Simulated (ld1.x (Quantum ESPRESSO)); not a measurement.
## What one change does to a pseudopotential (carbon, TM)

ld1.x (Quantum ESPRESSO) 7.5 input, shortened:

```
&input
   title='C', zed=6., rel=1, dft='PZ', iswitch=3,
   config='[He] 2s1 2p3 3d-2'
 /
 &inputp
   pseudotype=2, tm=.true., lloc=-2, rcloc=1.20,
   nlcc=.false.
 /
3
2S  1  0   1.00   0.00  1.15  1.15  0.0
2P  2  1   3.00   0.00  2.65  2.65  0.0
3D  3  2  -2.00   0.20  2.60  2.60  0.0
 &test
   configts(1)='2s1 2p3'
 /
```

Change: all radii scaled by about 1.15 (s 1.32, p 3.04, d 2.98 bohr); local potential all-electron potential smoothed inside 1.38 bohr (lloc = -2).

Cutoffs: the cutoffs (Ry, on a coarse ladder) from which the occupation-weighted sum of valence levels, in a spherical-Bessel basis at the reference potential, stays within 10 and 1 mRy of its value at 400 Ry; they do not see the model core or the augmentation charge, which bear on the density cutoff. Errors are all-electron minus pseudo energies relative to the spin-unpolarised reference configuration.

Problem. Predict the effect on cutoff, ghosts and configuration errors.

Solution. The potential gets softer (30 Ry and 80 Ry → 25 Ry and 60 Ry); of the 9 tests that both files solve, the error grows in 7 and shrinks in 1 by more than 15 % and 0.3 meV (median size 54.7 → 84.9 meV); neither file shows a bound ghost. A larger radius leaves more room for a smooth pseudo-wave, so fewer plane waves are needed.

| quantity | base | changed |
| --- | --- | --- |
| cutoff, loose | 30 Ry | 25 Ry |
| cutoff, tight | 80 Ry | 60 Ry |
| loose cutoff by channel (10 mRy a level) | s 30 Ry, p 18 Ry | s 25 Ry, p 15 Ry |
| bound ghosts | none | none |
| error for 2s2 2p2, meV [ΔE -8.24 eV] | -9.7 | -26 |
| error for 2s2 2p1, meV [ΔE 2.75 eV] | +208 | +310 |
| error for 2s2 2p0, meV [ΔE 27.01 eV] | +1119 | +1641 |
| error for 2s1 2p0, meV [ΔE 74.98 eV] | +2224 | +3212 |
| error for 2s0 2p4, meV [ΔE 8.28 eV] | -7.5 | -21 |
| error for 2s2 2p1.5, meV [ΔE -4.21 eV] | +55 | +75 |
| error for 2s1 2p2, meV [ΔE 11.24 eV] | +48 | +85 |
| error for 2s1 2p3 (spin-polarised), meV [ΔE -5.36 eV] | +365 | +257 |
| error for 2s2 2p2 (spin-polarised), meV [ΔE -9.37 eV] | +24 | -26 |
